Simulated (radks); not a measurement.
The numbers below are computed, except where a source is named.
Species: Ti+. Configuration: [Ar] 3d2 5s1 (not the ground configuration). Code: a radial shooting solver on a logarithmic mesh with Libxc functionals. Model: scalar-relativistic Kohn-Sham, BLYP, spin-polarised, spherical densities, finite nucleus; open shells are filled with parallel spins first; Fermi nuclear charge, rms radius 3.5921 fm.

Unscreened Slater integrals over Kohn-Sham orbitals (eV). They are taken over the spin-up orbitals.

integral      value
F0(5s,5s)    3.6252
F0(5s,3d)    4.7840
G2(5s,3d)   0.22604
F0(5s,3p)    4.8551
G1(5s,3p)   0.14098
F0(5s,3s)    4.8705
G0(5s,3s)  0.099696
F0(3d,3d)    17.597
F2(3d,3d)    8.0591
F4(3d,3d)    4.9972
F0(3d,3p)    19.752
F2(3d,3p)    9.2104
G1(3d,3p)    11.498
G3(3d,3p)    6.8871
F0(3d,3s)    20.331
G2(3d,3s)    8.6359
F0(3p,3p)    22.703
F2(3p,3p)    11.371
F0(3p,3s)    23.484
G1(3p,3s)    15.583
F0(3s,3s)    24.354

Derived for the open shells (J is the average intra-shell exchange parameter used in DFT+U). 3d: Racah B = F2/49 - 5 F4/441 = 0.1078 eV, C = 35 F4/441 = 0.3966 eV, C/B = 3.68, F4/F2 = 0.620, J = (F2 + F4)/14 = 0.9326 eV.
